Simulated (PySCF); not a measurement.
PySCF input for pyridine (C5H5N), SMILES c1cnccc1, PBE0/pcSseg-1. Geometry optimised at B3LYP-D3(BJ)/def2-SVP.

```python
import numpy as np
from pyscf import gto, scf, dft
from pyscf.prop.nmr import rks as nmr

mol = gto.M(
    atom='''
    C     0.00000000   -0.00000006    1.38624562
    C     0.00000000    1.19992198    0.67251478
    C     0.00000000    1.14292418   -0.72518659
    N     0.00000000    0.00000006   -1.41566202
    C     0.00000000   -1.14292412   -0.72518668
    C     0.00000000   -1.19992204    0.67251469
    H     0.00000000   -0.00000010    2.47922864
    H     0.00000000    2.16445581    1.18511098
    H     0.00000000    2.06883510   -1.31261356
    H     0.00000000   -2.06883501   -1.31261373
    H     0.00000000   -2.16445590    1.18511081
    ''',
    basis='pcSseg-1',
    charge=0,
    spin=0,
    max_memory=1600,
    verbose=3,
)
mf = dft.RKS(mol, xc='pbe0')
mf.grids.level = 3
mf.conv_tol = 1e-10
mf.max_cycle = 100
mf.kernel()
n = nmr.NMR(mf)
n.verbose = 2
n.max_cycle_cphf = 60
sigma = n.kernel()
print('atom   isotropic/ppm   span/ppm')
for i, s in enumerate(sigma):
    w = np.linalg.eigvalsh((s + s.T) / 2)
    print(f'{mol.atom_symbol(i):2s}{i + 1:3d} {w.mean():14.3f} {w[2] - w[0]:11.3f}')
```

Log of the run:

```
converged SCF energy = -247.9570572775
atom   isotropic/ppm   span/ppm
C   1         42.888     253.334
C   2         55.149     234.943
C   3         27.319     231.295
N   4       -101.847     725.343
C   5         27.319     231.295
C   6         55.149     234.943
H   7         23.530       6.156
H   8         24.011       5.752
H   9         22.415       7.701
H  10         22.415       7.701
H  11         24.011       5.752
```

The calculation finished and met its thresholds.
